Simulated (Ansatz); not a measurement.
AsS₂⁺ (the lowest singlet isomer of a short search) was relaxed with PBE0-D4 (def2-TZVP) in Ansatz in these states: charge +1 quintet, charge +1 singlet, charge +1 triplet. The geometries follow in no particular order.

A:

Cartesian coordinates in Å:
```
As -0.6587 1.0047 0.1321
S -0.5643 -1.0451 -0.3938
S 1.2230 0.0404 0.2616
```

B:

```
atom   x (Å)   y (Å)   z (Å)
 As1   0.602  -0.586   0.643
  S2   0.248  -0.469  -1.529
  S3  -0.850   1.055   0.886
```

C:

```tsv
atom	x (Å)	y (Å)	z (Å)
As1	1.237	0.136	-0.524
S2	-0.869	0.823	-0.098
S3	-0.368	-0.959	0.622
```

**Question.** Judge from the bond lengths which geometry belongs to which state (an estimate).

**Answer.** A is the charge +1 singlet (S2–S3 2.191 Å, As1–S2 2.118 Å, As1–S3 2.118 Å); B is the charge +1 quintet (S2–S3 3.060 Å, As1–S2 2.204 Å, As1–S3 2.204 Å); C is the charge +1 triplet (S2–S3 1.985 Å, As1–S2 2.256 Å, As1–S3 2.256 Å).
